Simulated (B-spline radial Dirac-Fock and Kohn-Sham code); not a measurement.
Level of theory: Dirac-Fock densities; a radial B-spline solver.

Question: This computed X-ray form factor belongs to an atom or ion in its tabulated ground configuration. Which?

```csv
sin θ/λ (Å⁻¹),f₀
0.25,3.988
0.4,3.970
0.6,3.932
0.7,3.908
2,3.351
3,2.786
3.5,2.519
4,2.282
5,1.909
```

Answer: La⁵³⁺, with 4 electrons in [He] 2s2. f₀ tends to the number of electrons as s goes to zero, which the first rows give only roughly, and the rate of fall reflects the nuclear charge, 57.

Question: This computed X-ray form factor belongs to an atom or ion in its tabulated ground configuration. Which?

```
sin θ/λ (Å⁻¹)      f₀
         0.13  48.405
         0.16  48.103
          0.2  47.610
         0.32  45.564
         0.41  43.560
         0.51  40.991
         0.64  37.338
         0.81  32.482
         1.61  17.708
```

Answer: Pt²⁹⁺, with 49 electrons in [Kr] 4d10 4f3. f₀ tends to the number of electrons as s goes to zero, which the first rows give only roughly, and the rate of fall reflects the nuclear charge, 78.
